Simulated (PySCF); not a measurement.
**Distorted geometries of BiH5**

BiH5 (singlet). PySCF 2.14.0, RKS PBE0, Bi def2-SVP with ECP60, H def2-SVP; non-relativistic Hamiltonian with scalar-relativistic core potentials where named; density fitting; no spin-orbit coupling. Relaxed geometry:

```xyz
6

Bi    0.0000    0.0000    0.0462
H     0.0000    0.0000    1.8442
H     1.5570    0.0000   -0.8520
H     0.0000    1.8673    0.0466
H    -1.5570    0.0000   -0.8520
H     0.0000   -1.8673    0.0466
```

Problem. Order these distorted geometries by energy above the relaxed one, lowest first.
A.
```xyz
6

Bi   -0.1046   -0.0234    0.1054
H    -0.2685   -0.0140    2.2297
H     1.6372    0.2196   -0.9383
H     0.2293    1.7142   -0.1630
H    -1.4879   -0.0544   -0.9864
H    -0.0055   -1.8419    0.0322
```
B.
```xyz
6

Bi   -0.0238   -0.0959    0.1084
H     0.0737    0.0231    1.7962
H     1.5558    0.0414   -0.8779
H    -0.0270    1.8023    0.0498
H    -1.5593    0.1040   -0.9190
H    -0.0195   -1.8749    0.1220
```
C.
```xyz
6

Bi   -0.1217   -0.0439   -0.0721
H     0.1271   -0.0747    1.9909
H     1.6041    0.0448   -1.0122
H    -0.1026    1.6977    0.0280
H    -1.4270    0.1496   -0.9726
H    -0.0799   -1.7737    0.3175
```

Solution. B (0.26 eV), A (1.00 eV), C (1.07 eV).

Problem. Which forces (eV/Å) act in the one that lies 1.00 eV up?

Solution. 
```
Bi   1.98  0.24  0.37
H    0.06  0.08 -1.86
H   -1.02 -1.06  0.55
H   -0.74  0.73  0.82
H   -0.41  0.08 -0.18
H    0.12 -0.06  0.30
```
Forces carry noise of the integration grid, about 0.01 to 0.03 eV/Å.
